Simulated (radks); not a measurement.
Values are calculated unless marked as measured or tabulated.
All-electron atom: Pd XXVI in [Ar] 3d3.

Code: a radial shooting solver on a logarithmic mesh with Libxc functionals. Model: Dirac Kohn-Sham, relativistic LDA (MacDonald-Vosko exchange, VWN5 correlation), spin-unpolarised, spherical densities, finite nucleus; open shells fill j = l - 1/2 first; Fermi nuclear charge, rms radius 4.5318 fm.

Energy parts (hartree):
| part | energy |
|---|---|
| total | -4648.19953 |
| kinetic | 4859.84751 |
| electron-nucleus | -10419.89856 |
| Hartree | 1009.14281 |
| exchange-correlation | -97.29129 |

Orbitals (lengths in bohr, moments of r in powers of bohr):
orbital	occ.	eigenvalue (hartree)	<r^2>
1s1/2	2	-921.5179	0.001381
2s1/2	2	-167.3578	0.02234
2p1/2	2	-158.4370	0.01668
2p3/2	4	-152.5770	0.01797
3s1/2	2	-56.17754	0.1421
3p1/2	2	-52.81073	0.1337
3p3/2	4	-51.56013	0.1401
3d3/2	3	-46.05578	0.1121
3d5/2	0	-45.78029	0.1138
4s1/2	0	-27.30777	0.5478
4p1/2	0	-25.94337	0.5505
4p3/2	0	-25.52203	0.5689

The highest occupied level is 3d3/2 at -1253.2 eV. For comparison, the ionisation energy in NIST's Atomic Spectra Database is 1290 eV (theoretical). In exact Kohn-Sham theory the highest level is minus the ionisation energy, but local and semilocal functionals leave it too shallow, through self-interaction and a potential that decays too fast; potentials with the right tail come closer. The density falls to 0.001 e/bohr^3 at r = 1.03 bohr.

Beside tabulated values, note that spin-unpolarised runs miss the spin-polarisation part of the exchange energy of open shells.
